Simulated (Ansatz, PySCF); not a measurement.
CH3Si, doublet (typed; the unrestricted solution is spin-contaminated), geometry from GFN2-xTB, atoms displaced at random by about 0.03 Å a coordinate. Base run: PySCF with HF/STO-3G, gradient.

PySCF was given this input:
```python
from pyscf import gto, scf

mol = gto.Mole()
mol.atom = '''
    C    -1.105249    0.383765    0.257970
    Si    0.559924   -0.234682   -0.119313
    H    -1.976585   -0.299779    0.265915
    H    -1.308828    1.404568   -0.061392
    H     1.697376    0.568600    0.251232
'''
mol.basis = 'sto-3g'
mol.charge = 0
mol.spin = 1
mol.verbose = 4
mol.build()

mf = scf.UHF(mol)
mf.kernel()
g = mf.nuc_grad_method()
grad = g.kernel()
```

Programs used: Ansatz (an electronic-structure program), PySCF; a row that names a program was run with it.

The coordinate followed is y of atom 4.

Variants of this job, named by their change:

| change | dE/dx (Eh/bohr) | net force (Eh/bohr) |
|---|---|---|
| base | 0.003863 | 0.000000 |
| density fitting = on; auxbasis_response = off | 0.003814 | 0.000496 |
| density fitting = on | 0.003859 | 0.000000 |
| finite difference step (bohr) = 0.01; conv_tol = 1e-11 | 0.003848 | - |
| finite difference step (bohr) = 0.05; conv_tol = 1e-11 | 0.003477 | - |
| conv_tol = 1e-4 | 0.003930 | 0.000000 |
| conv_tol = 1e-11 | 0.003863 | 0.000000 |
| finite difference step (bohr) = 1e-4; conv_tol = 1e-11 | 0.003863 | - |
| code = ansatz | 0.003863 | 0.000000 |
| finite difference step (bohr) = 1e-5; conv_tol = 1e-11 | 0.003863 | - |
| finite difference step (bohr) = 0.2; conv_tol = 1e-11 | -0.002369 | - |
| finite difference step (bohr) = 1e-3; conv_tol = 1e-11 | 0.003863 | - |

The net force is zero for an exact gradient.

Open shells are given as the SCF converged; they aren't shown to be the lowest states, and a large step between rows can be another state.
